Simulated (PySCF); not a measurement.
# Basis-set dependence of BrF at PBE0

PySCF, UKS reference; singlet, unpaired electrons none; De to Br + F without counterpoise correction.

```json
{"basis": "x2c-SVPall", "relativity": "spin-free X2C", "functions": "46", "Re (Å)": "1.773", "ωe (cm⁻¹)": "685", "De (eV)": "2.47", "μ (D)": "-1.65"}
{"basis": "cc-pVTZ-PP/cc-pVTZ", "relativity": "scalar-relativistic core potentials", "functions": "69", "Re (Å)": "1.755", "ωe (cm⁻¹)": "703", "De (eV)": "2.62", "μ (D)": "-1.42"}
{"basis": "def2-TZVPP", "relativity": "no relativity", "functions": "79", "Re (Å)": "1.753", "ωe (cm⁻¹)": "702", "De (eV)": "2.63", "μ (D)": "-1.36"}
```

How does each smaller set differ from the one with most functions, def2-TZVPP?

x2c-SVPall: +2.0 pm, -2.4 % in ωe, -0.16 eV in De; cc-pVTZ-PP/cc-pVTZ: +0.2 pm, +0.1 % in ωe, -0.01 eV in De. All at PBE0; the set with most functions is neither the basis-set limit nor always the best. The rows treat relativity differently, so the differences are not basis effects alone.

A positive dipole means Br(−)F(+).
